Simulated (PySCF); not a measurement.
PySCF job for C₃H₆FNSi, SMILES F[Si@H]1C=CCN1, SMD-B3LYP/6-31G*. Coordinates come from a PBE0-D3(BJ)/def2-SVP optimisation. The structure was generated by enumeration; whether it is a known compound was not checked. Other conformers were not sampled.

```python
import numpy as np
from pyscf import gto, scf, dft
from pyscf.solvent import smd

mol = gto.M(
    atom='''
    F     1.74331795    0.07472022   -1.25106918
    Si    0.90412685    0.15032190    0.14797314
    C    -0.51937737    1.33263311    0.07708611
    C    -1.65187703    0.61611466    0.17752201
    C    -1.53225973   -0.86801459    0.35993150
    N    -0.12903266   -1.19521966    0.41427806
    H     1.97783380    0.33988244    1.15849619
    H    -0.53261203    2.41581253   -0.06242301
    H    -2.65645571    1.05235166    0.12886809
    H    -2.06532221   -1.37757191   -0.46911713
    H    -2.06504562   -1.16172445    1.28664934
    H     0.11827753   -2.16360021    0.55834123
    ''',
    basis='6-31G*',
    charge=0,
    spin=0,
    max_memory=1600,
    verbose=3,
)
mf = dft.RKS(mol, xc='b3lyp').density_fit(auxbasis='def2-universal-jkfit')
mf.grids.level = 3
mf.conv_tol = 1e-9
mf.max_cycle = 100
mf.kernel()
res = {}
for name in ['water', 'n-hexane', 'acetonitrile']:
    s = mf.SMD()
    s.with_solvent.solvent, s.with_solvent.sasa_ng = name, 194
    s.kernel(mf.make_rdm1())
    res[name] = (s.e_tot, s.with_solvent.get_cds(), s.dip_moment(), s.mo_energy, s.converged)
    print(f'SMD {name}: dG(solv) = {(s.e_tot - mf.e_tot) * 627.509474:.3f} kcal/mol, of which CDS {res[name][1] * 627.509474:.3f}')
```

Output:

```
converged SCF energy = -562.076259551447
converged SCF energy = -562.079199178482
Dipole moment(X, Y, Z, Debye): -2.72556, -1.15747,  1.49525
SMD water: dG(solv) = -1.845 kcal/mol, of which CDS 3.409
converged SCF energy = -562.080995065328
Dipole moment(X, Y, Z, Debye): -2.27540, -0.92140,  1.32639
SMD n-hexane: dG(solv) = -2.972 kcal/mol, of which CDS -1.102
converged SCF energy = -562.084191176622
Dipole moment(X, Y, Z, Debye): -2.70798, -1.14741,  1.48843
SMD acetonitrile: dG(solv) = -4.977 kcal/mol, of which CDS 0.143
```

The run converged.

Cost: about 2.5 core-minutes (a rough figure).
